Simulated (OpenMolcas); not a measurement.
A calculation on F VI.

| Property | Result |
| --- | --- |
| Program | OpenMolcas |
| Method | CASSCF |
| Basis | ANO-RCC-VTZP [4s3p2d1f] |
| Scalar Hamiltonian | DKH2, point nucleus |
| Active space | 2 electrons in 8 orbitals (2s 2p 3s 3p) |
| State averaging | 2S+1 = 3 even, 3 roots; 2S+1 = 1 even, 6 roots; 2S+1 = 3 odd, 3 roots; 2S+1 = 1 odd, 3 roots |
| Spin-orbit coupling | RASSI with atomic mean-field integrals over the reference wave functions, term energies averaged over their components |

Task: Which level of the active space comes out lowest?

Result: 2s² ¹S₀, with 100 % of that term; it is also the measured ground level.

Task: How high does 2s 2p ³P°₀ lie?

Result: 97715 cm⁻¹ above the lowest level.

Task: How high does 2p² ³P₀ lie?

Result: 253773 cm⁻¹ above the lowest level.

Task: How high does 2s 2p ³P°₁ lie?

Result: 97992 cm⁻¹ above the lowest level; measured 96861 cm⁻¹ above the ground level, so the calculation is off by +1 %.

Measured values: Moore, Atomic Energy Levels, vol. I, NSRDS-NBS 35 (1971 reprint of NBS Circular 467, 1949).

Active for correlation alone: 3p 3s; no level in the range computed is led by a configuration that fills them, so any true level of that kind is missing. Measured partners are found by configuration, term and J. A level has none where our copy of the source lacks it or the pairing is in doubt (some pairs that miss far off the trend of their configuration count as doubtful), and it then counts in no deviation. Only configurations of the active space appear.

° marks odd parity.
